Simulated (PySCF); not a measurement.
**Orbital picture of ReF**

PBE at R = 1.990 Å; Re def2-TZVPP with ECP60, F def2-TZVPP; scalar-relativistic core potentials (PySCF 2.14). State: ⁷Σ⁺ (septet), unpaired electrons σ ↑↑, π ↑↑, δ ↑↑. Only the outer orbitals are listed, counted within each symmetry, core potentials removing the inner ones.

```csv
spin,orbital,occ.,ε (eV),on Re (%),main shells (%)
α,1δ,1,-7.21,100,100 Re d
α,1δ,1,-7.21,100,100 Re d
α,6σ,1,-7.13,100,"67 Re s, 32 Re d"
α,3π,1,-6.07,79,"77 Re d, 20 F p"
α,3π,1,-6.07,79,"77 Re d, 20 F p"
α,7σ,1,-4.31,85,"42 Re d, 24 Re s, 18 Re p"
α,4π,0,-1.54,99,97 Re p
α,4π,0,-1.54,99,97 Re p
β,2π,1,-8.60,10,90 F p
β,2π,1,-8.60,10,90 F p
β,6σ,0,-4.00,100,"74 Re s, 26 Re d"
β,1δ,0,-3.55,100,100 Re d
β,1δ,0,-3.55,100,100 Re d
```

Question: Which are the highest filled and the lowest empty level, where do they sit, and how wide is the gap?

Answer: Highest filled α 7σ at -4.31 eV (in %: 42 Re d, 24 Re s, 18 Re p); lowest empty β 6σ at -4.00 eV (in %: 74 Re s, 26 Re d); the gap at PBE is 0.31 eV.

```
bond order (Mayer)                              : 0.93
⟨S²⟩                                            : 12.002
charge on Re (Mulliken, basis-dependent)        : 0.42
charge on Re (Löwdin, basis-dependent)          : 0.27
dipole moment (positive dipole means Re(−)F(+)) : -1.44 D
polarisability along the bond                   : 48.9 bohr³
polarisability across the bond                  : 40.7 bohr³
```

Spin–orbit coupling is left out. The state is the lowest single determinant that the PBE0 search found; with open d or f shells the true ground state can be another one.
